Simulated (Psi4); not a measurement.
C2H6FSb, singlet, geometry from GFN2-xTB (core potentials on Sb); CAM-B3LYP/def2-SVPD (Psi4).

The Psi4 input:
```
memory 2 GB

molecule mol {
0 1
  Sb   -0.047521   -0.063075    0.423837
  F    -0.980307   -1.202355   -0.971228
  C    -0.639744    1.726690   -0.642519
  H    -0.624117    1.500610   -1.701861
  H     0.057313    2.525968   -0.419745
  H    -1.638404    2.024865   -0.348828
  C     1.819869   -0.250266   -0.666153
  H     1.961873    0.611385   -1.307201
  H     1.757784   -1.147838   -1.268142
  H     2.651163   -0.335531    0.023160
}

set basis def2-svpd
set reference rks

energy('cam-b3lyp')
print_variables()
```

What does Psi4 print? Leave out banner, timings and long lists.


```
   => Loading Basis Set <=

    Name: DEF2-SVPD
    Role: ORBITAL
    Keyword: BASIS

    !!!  WARNING: ECP capability is in beta. Please check occupations closely.  !!!

         ---------------------------------------------------------
                                   SCF
               by Justin Turney, Rob Parrish, Andy Simmonett
                          and Daniel G. A. Smith
                              RKS Reference
         ---------------------------------------------------------

  ==> Geometry <==

    Molecular point group: c1
    Full point group: C1

    Geometry (in Angstrom), charge = 0, multiplicity = 1:

       Center              X                  Y                   Z               Mass
    ------------   -----------------  -----------------  -----------------  -----------------
         SB          -0.012157309931    -0.018757297543     0.353076165755   120.903812000000
         F           -0.944943309931    -1.158037297543    -1.041988834245    18.998403162730
         C           -0.604380309931     1.771007702457    -0.713279834245    12.000000000000
         H           -0.588753309931     1.544927702457    -1.772621834245     1.007825032230
         H            0.092676690069     2.570285702457    -0.490505834245     1.007825032230
         H           -1.603040309931     2.069182702457    -0.419588834245     1.007825032230
         C            1.855232690069    -0.205948297543    -0.736913834245    12.000000000000
         H            1.997236690069     0.655702702457    -1.377961834245     1.007825032230
         H            1.793147690069    -1.103520297543    -1.338902834245     1.007825032230
         H            2.686526690069    -0.291213297543    -0.047600834245     1.007825032230

  Running in c1 symmetry.

  Rotational constants: A =      0.12685  B =      0.12399  C =      0.10517 [cm^-1]
  Rotational constants: A =   3802.72165  B =   3717.25710  C =   3152.88878 [MHz]
  Nuclear repulsion =  208.228597426021480

  Charge       = 0
  Multiplicity = 1
  Electrons    = 50
  Nalpha       = 25
  Nbeta        = 25

  ==> Algorithm <==

  SCF Algorithm Type is DF.
  DIIS enabled.
  MOM disabled.
  Fractional occupation disabled.
  Guess Type is SAD.
  Energy threshold   = 1.00e-06
  Density threshold  = 1.00e-06
  Integral threshold = 1.00e-12

  ==> Primary Basis <==

  Basis Set: DEF2-SVPD
    Blend: DEF2-SVPD
    Number of shells: 61
    Number of basis functions: 143
    Number of Cartesian functions: 152
    Spherical Harmonics?: true
    Max angular momentum: 2

  Core potential: DEF2-SVPD
    Number of shells: 4
    Number of ECP primitives: 18
    Number of ECP core electrons: 28
    Max angular momentum: 3

  ==> DFT Potential <==

   => LibXC <=

    Version 7.1.2
    S. Lehtola, C. Steigemann, M. J. T. Oliveira, and M. A. L. Marques,  SoftwareX 7, 1–5 (2018) (10.1016/j.softx.2017.11.002)

   => Composite Functional: CAM-B3LYP <=

    CAM-B3LYP Hyb-GGA Exchange-Correlation Functional

    T. Yanai, D. P. Tew, and N. C. Handy,  Chem. Phys. Lett. 393, 51 (2004) (10.1016/j.cplett.2004.06.011)

    Deriv               =              1
    GGA                 =           TRUE
    Meta                =          FALSE

    Exchange Hybrid     =           TRUE
    MP2 Hybrid          =          FALSE

   => Exchange Functionals <=

    0.3500         Becke 88 [omega = 0.3300]
    0.4600   Short-range recipe for B88 functional - erf [omega = 0.3300]

   => Exact (HF) Exchange <=

    0.4600            HF,LR [omega = 0.3300]
    0.1900               HF

   => Correlation Functionals <=

    0.1900   Vosko, Wilk & Nusair (VWN5)
    0.8100   Lee, Yang & Parr

   => LibXC Density Thresholds  <==

    XC_HYB_GGA_XC_CAM_B3LYP:  1.00E-14

   => Molecular Quadrature <=

    Radial Scheme          =       TREUTLER
    Pruning Scheme         =           NONE
    Nuclear Scheme         =       TREUTLER

    Blocking Scheme        =         OCTREE
    BS radius alpha        =              1
    Pruning alpha          =              1
    Radial Points          =             75
    Spherical Points       =            302
    Total Points           =         216330
    Total Blocks           =           1630
    Max Points             =            256
    Max Functions          =            142
    Weights Tolerance      =       1.00E-15

   => Loading Basis Set <=

    Name: (DEF2-SVPD AUX)
    Role: JKFIT
    Keyword: DF_BASIS_SCF

  ==> Integral Setup <==

  SCF_SUBTYPE=INCORE selected. In-core MEM_DF algorithm will be used.
  Using in-core AOs.

  ==> MemDFJK: Density-Fitted J/K Matrices <==

    J tasked:                   Yes
    K tasked:                   Yes
    wK tasked:                  Yes
    Omega:                3.300E-01
    Algorithm:                 Core
    Schwarz Cutoff:           1E-12
    Mask sparsity (%):       0.5673
    Fitting Condition:        1E-10

   => Auxiliary Basis Set <=

  Basis Set: (DEF2-SVPD AUX)
    Blend: DEF2-UNIVERSAL-JKFIT
    Number of shells: 157
    Number of basis functions: 553
    Number of Cartesian functions: 700
    Spherical Harmonics?: true
    Max angular momentum: 5

  Minimum eigenvalue in the overlap matrix is 4.7392273010E-04.
  Reciprocal condition number of the overlap matrix is 5.2934511287E-05.
    Using symmetric orthogonalization.

  ==> Pre-Iterations <==

  SCF Guess: Superposition of Atomic Densities via on-the-fly atomic UHF (no occupation information).

   -------------------------
    Irrep   Nso     Nmo
   -------------------------
     A        143     143
   -------------------------
    Total     143     143
   -------------------------

  ==> Iterations <==

                           Total Energy        Delta E     RMS |[F,P]|

   @DF-RKS iter SAD:  -417.69659200660107   -4.17697e+02   0.00000e+00
   @DF-RKS iter   1:  -419.30392673218557   -1.60733e+00   6.34982e-03 ADIIS/DIIS
   @DF-RKS iter   2:  -419.35778238339151   -5.38557e-02   6.20104e-03 ADIIS/DIIS
   @DF-RKS iter   3:  -419.71256486746847   -3.54782e-01   1.17146e-03 ADIIS/DIIS
   @DF-RKS iter   4:  -419.72197590644311   -9.41104e-03   3.22079e-04 ADIIS/DIIS
   @DF-RKS iter   5:  -419.72272494154004   -7.49035e-04   1.11490e-04 ADIIS/DIIS
   @DF-RKS iter   6:  -419.72285747521545   -1.32534e-04   1.28057e-05 DIIS
   @DF-RKS iter   7:  -419.72286147136032   -3.99614e-06   3.48458e-06 DIIS
   @DF-RKS iter   8:  -419.72286172992739   -2.58567e-07   6.37754e-07 DIIS
  Energy and wave function converged.

  ==> Post-Iterations <==

   Electrons on quadrature grid:
      Ntotal   =   50.0001142209 ; deviation = 1.142e-04

    Orbital Energies [Eh]
    ---------------------

    Doubly Occupied:

[...]
      25A     -0.314858

    Virtual:

[...]
     143A     54.792625

    Final Occupation by Irrep:
              A
    DOCC [    25 ]
    NA   [    25 ]
    NB   [    25 ]

  @DF-RKS Final Energy:  -419.72286172992739

   => Energetics <=

    Nuclear Repulsion Energy =            208.2285974260214800
    One-Electron Energy =               -1080.0697574688776967
    Two-Electron Energy =                 483.2343900631376528
    DFT Exchange-Correlation Energy =     -31.1160917502087777
    Empirical Dispersion Energy =           0.0000000000000000
    VV10 Nonlocal Energy =                  0.0000000000000000
    Total Energy =                       -419.7228617299273878

Computation Completed

Properties will be evaluated at   0.000000,   0.000000,   0.000000 [a0]

Properties computed using the SCF density matrix

 Multipole Moments:

 ------------------------------------------------------------------------------------
     Multipole            Electronic (a.u.)      Nuclear  (a.u.)        Total (a.u.)
 ------------------------------------------------------------------------------------

 L = 1.  Multiply by 2.5417464519 to convert [e a0] to [Debye]
 Dipole X            :         -5.1214426            5.8558843            0.7344416
 Dipole Y            :         -6.6274827            7.5248292            0.8973465
 Dipole Z            :         29.7754152          -29.1121602            0.6632550
 Magnitude           :                                                    1.3358677

 ------------------------------------------------------------------------------------

  Variable Map:
  ----------------------------------------------------------------------------
[...]
  Array Variable Map:
  ----------------------------------------------------------------------------
[...]
[...]
```
